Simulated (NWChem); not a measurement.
Basis-set dependence for In

```xyz
1

In     0.0000     0.0000     0.0000
```
Charge 0, spin multiplicity 2.

All runs are NWChem calculations.

Hartree-Fock energies in Ha, correlation energies in mHa.

Effective core potentials replace the inner electrons of In; spin-orbit coupling is left out. The correlated methods keep 4 core orbitals frozen. The stability of the SCF solutions was not checked. Open-shell Hartree-Fock references start from PBE0 orbitals. Coupled-cluster values serve here as a point of comparison, not as the truth.

```json
[
 {"basis": "def2-SVP", "functions": "26", "UHF": "-189.20634", "UMP2": "-50.0", "SCS-UMP2": "-51.1", "CCSD on ROHF": "-66.7", "CCSD[T] on ROHF": "-68.8", "CCSD(T) on ROHF": "-68.7", "CCSD on UHF": "-64.3", "CCSD[T] on UHF": "-66.3", "CCSD(T) on UHF": "-66.2"},
 {"basis": "def2-TZVP", "functions": "50", "UHF": "-189.21003", "UMP2": "-248.4", "SCS-UMP2": "-223.2", "CCSD on ROHF": "-248.8", "CCSD[T] on ROHF": "-256.0", "CCSD(T) on ROHF": "-255.2", "CCSD on UHF": "-246.0", "CCSD[T] on UHF": "-253.0", "CCSD(T) on UHF": "-252.3"},
 {"basis": "def2-QZVP", "functions": "82", "UHF": "-189.21066", "UMP2": "-434.6", "SCS-UMP2": "-383.1", "CCSD on ROHF": "-409.7", "CCSD[T] on ROHF": "-420.4", "CCSD(T) on ROHF": "-420.1", "CCSD on UHF": "not run", "CCSD[T] on UHF": "not run", "CCSD(T) on UHF": "not run"}
]
```

From def2-TZVP to def2-QZVP the Hartree-Fock energy moves by -0.6 mHa and the UMP2 correlation energy by -186.1 mHa, which is 43 % of its value in the larger set.
